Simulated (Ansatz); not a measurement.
# Molecular dynamics, step by step

AgHCl (charge +1), closed shell, BHLYP-D4/STO-3G (Ansatz 0.2.0). Settings (timestep in fs, temperature in K; T counts 3 degrees of freedom):

```yaml
hamiltonian: {xc: {name: BHLYP}, dispersion: d4}
md: {n_steps: 80, timestep: 0.25, temperature: 1000, ensemble: nve, seed: 93, initial_velocities: maxwell_boltzmann}
```

Start:

| atom | x (Å) | y (Å) | z (Å) |
| --- | --- | --- | --- |
| Ag1 | -1.1567 | -0.6335 | 1.2280 |
| Cl2 | 0.7536 | 0.4128 | -0.0003 |
| H3 | 0.4030 | 0.2207 | -1.2275 |

| step | time (fs) | potential energy less the start (meV) | kinetic energy (meV) | T (K) |
| --- | --- | --- | --- | --- |
| 0 | 0.00 | 0.0 | 129.3 | 1000 |
| 5 | 1.25 | -22.2 | 151.3 | 1171 |
| 10 | 2.50 | -57.6 | 186.5 | 1443 |
| 15 | 3.75 | -30.6 | 159.6 | 1235 |
| 20 | 5.00 | 22.4 | 106.8 | 826 |
| 25 | 6.25 | 34.2 | 95.0 | 735 |
| 30 | 7.50 | -3.6 | 132.7 | 1027 |
| 35 | 8.75 | -32.0 | 160.9 | 1245 |
| 40 | 10.00 | 3.3 | 125.7 | 973 |
| 45 | 11.25 | 46.5 | 82.8 | 641 |
| 50 | 12.50 | 19.1 | 110.0 | 851 |
| 55 | 13.75 | -14.6 | 143.5 | 1110 |
| 60 | 15.00 | 9.0 | 120.0 | 929 |
| 65 | 16.25 | 44.1 | 85.1 | 659 |
| 70 | 17.50 | 31.1 | 98.1 | 759 |
| 75 | 18.75 | -25.5 | 154.6 | 1196 |
| 80 | 20.00 | -61.6 | 190.5 | 1474 |

Step 15, positions (Å) and forces (eV/Å):

```tsv
atom	x	y	z	Fx	Fy	Fz
Ag1	-1.158	-0.634	1.230	1.428	0.782	-0.968
Cl2	0.754	0.413	-0.002	-1.555	-0.852	-0.227
H3	0.532	0.291	-1.366	0.127	0.070	1.195
```

Step 30, positions (Å) and forces (eV/Å):

```
atom       x       y       z      Fx      Fy      Fz
 Ag1  -1.158  -0.634   1.231   1.388   0.760  -1.033
 Cl2   0.750   0.411  -0.004  -1.292  -0.707  -0.409
  H3   0.664   0.363  -1.396  -0.096  -0.053   1.443
```

Step 40, positions (Å) and forces (eV/Å):

```json
{"atom": "Ag1", "x": "-1.157", "y": "-0.633", "z": "1.230", "Fx": "1.323", "Fy": "0.725", "Fz": "-1.045"}
{"atom": "Cl2", "x": "0.744", "y": "0.407", "z": "-0.005", "Fx": "-1.060", "Fy": "-0.580", "Fz": "2.515"}
{"atom": "H3", "x": "0.747", "y": "0.409", "z": "-1.313", "Fx": "-0.264", "Fy": "-0.144", "Fz": "-1.470"}
```

Last step (80):

Ag1  (-1.145, -0.627, 1.224)
Cl2  (0.703, 0.385, 0.015)
H3  (0.890, 0.488, -1.308)
(Å)

The run took about 43 s on 2 CPU threads of an AMD EPYC 7R13 (shared host).
